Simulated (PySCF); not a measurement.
C3H5SSi (charge -1).
Structure used (PBE0-D3(BJ)/def2-SVP), in Å, numbered top down from 1:
```xyz
10
C3H5SSi angstrom
C     -1.6525    1.3780    0.3185
C     -1.3830    0.1547    0.2726
C     -0.9705   -1.2331    0.2002
S      0.8601   -1.3119   -0.1699
Si     1.1961    0.8142   -0.2712
H     -1.4758   -1.8026   -0.6013
H     -1.1224   -1.7887    1.1437
H      2.6886    0.6841   -0.5805
H      1.1889    1.5877    1.0017
H      0.6763    1.5520   -1.4563
```

The closed-shell ground state was solved at several levels (PySCF, density fitting, gas phase, non-relativistic). The geometry's basis has no diffuse functions, a weakness for an anion. No diffuse functions stand in pcSseg-1 and pcSseg-2, which bears on an anion's orbital energies.

| level | basis functions | total energy (Eh) | HOMO (eV) | LUMO (eV) | gap (eV) |
| --- | --- | --- | --- | --- | --- |
| B3LYP/pcSseg-2 | 264 | -805.0791 | -1.63 | 3.40 | 5.03 |
| CAM-B3LYP/def2-SVPD | 151 | -804.6012 | -3.19 | 4.21 | 7.40 |

(1) What might PBE0/pcSseg-1 (124 basis functions) give for the same quantities?

(2) Over all these levels, which gives the widest orbital gap and which the narrowest?

## Answers

(1) Total energy -804.4974 Eh, HOMO -1.68 eV, LUMO 4.12 eV, gap 5.80 eV.

(2) CAM-B3LYP/def2-SVPD (range-separated hybrid) has the widest, 7.40 eV, and B3LYP/pcSseg-2 (global hybrid, 20 % exact exchange) the narrowest, 5.03 eV. Functional and basis both differ between the two, so the spread mixes both effects.

One conformer stands for the species.
